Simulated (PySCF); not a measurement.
**TcNF₄: from structure and modes to constants**

All numbers come from PySCF, B3LYP, basis Tc def2-SVP with ECP28, N def2-SVP, F def2-SVP (scalar-relativistic core potentials, no spin–orbit coupling, density fitting).

The singlet minimum has C4v symmetry. Masses (u): Tc 98.90722, N 14.00307, F 18.99840.

```xyz
6
charge 0 multiplicity 1, angstrom
Tc    0.0000    0.0000   -0.0449
N     0.0000    0.0000   -1.6453
F     1.2729    1.2729    0.3618
F    -1.2729    1.2729    0.3618
F    -1.2729   -1.2729    0.3618
F     1.2729   -1.2729    0.3618
```

Harmonic wavenumbers (cm⁻¹): 146.6 (b1, ×1), 234.3 (e, ×2), 288.6 (a1, ×1), 327.8 (b2, ×1), 352.7 (e, ×2), 610.6 (b1, ×1), 692.6 (a1, ×1), 716.7 (e, ×2), 1204.1 (a1, ×1).

(1) Find the vibrational entropy and heat capacity at 298.15 K.

(2) Give the standard entropy (298.15 K, 1 bar) by its translational, rotational, vibrational and spin parts, and Cp.

Results:

(1) With u = 1.43878 ω/T, each mode gives S = R[u/(eᵘ−1) − ln(1−e⁻ᵘ)] and C = R u² eᵘ/(eᵘ−1)².
```csv
ω (cm⁻¹),u,S (J/(mol K)),C (J/(mol K))
146.6,0.707,11.36,7.98
234.3 (×2),1.131,7.72,7.48
288.6,1.393,6.20,7.09
327.8,1.582,5.32,6.78
352.7 (×2),1.702,4.83,6.57
610.6,2.947,1.81,4.22
692.6,3.342,1.32,3.53
716.7 (×2),3.458,1.20,3.34
1204.1,5.811,0.17,0.85
```
The sums over all modes are S = 53.7 and C = 65.2 J/(mol K); the softest mode gives 21 % of the entropy (each member, where degenerate).

(2) Sackur–Tetrode with M = 188.90 u gives 174.2; rotation with symmetry number 4 gives 102.6; vibration 53.7; spin R ln 1 = 0.0. The total is 330.5 J/(mol K), and Cp = 4 R + 65.2 = 98.5 J/(mol K).

Stability towards spin polarisation was not tested. Other isomers or separated fragments may lie lower.
